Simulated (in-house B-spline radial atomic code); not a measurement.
Relativistic effects in Ne4+, [He] 2s2 2p2: non-relativistic Hartree-Fock (point nucleus) against Dirac-Hartree-Fock (Fermi nucleus of rms radius 3.0055 fm), both averages of the configuration, computed with a B-spline radial code for spherical atoms.

| orbital | ε NR (Eh) | ε Dirac (Eh) | <r> NR (bohr) | <r> Dirac (bohr) | change of <r> (%) |
| --- | --- | --- | --- | --- | --- |
| 1s1/2 | -37.25 | ? | 0.157 | ? | ? |
| 2s1/2 | -5.2806 | -5.2887 | 0.7664 | 0.7652 | -0.2 |
| 2p1/2 | -4.6004 | -4.605 | 0.703 | 0.702 | -0.1 |
| 2p3/2 | -4.6004 | ? | 0.703 | ? | ? |

Task: What happens to 2p3/2?

Result: Its energy goes to -4.5989 hartree and <r> to 0.703 bohr (+0.00 %).

Task: What happens to 1s1/2?

Result: Its energy goes to -37.296 hartree and <r> to 0.1567 bohr (-0.17 %).

Task: What explains the pattern of contraction and expansion?

Result: The s and p1/2 orbitals contract directly, as their density near the nucleus moves at relativistic speed. Nothing expands appreciably in this ion.

Task: By how much does the total energy change?

Result: By -0.14665 hartree, from -120.470 to -120.617.
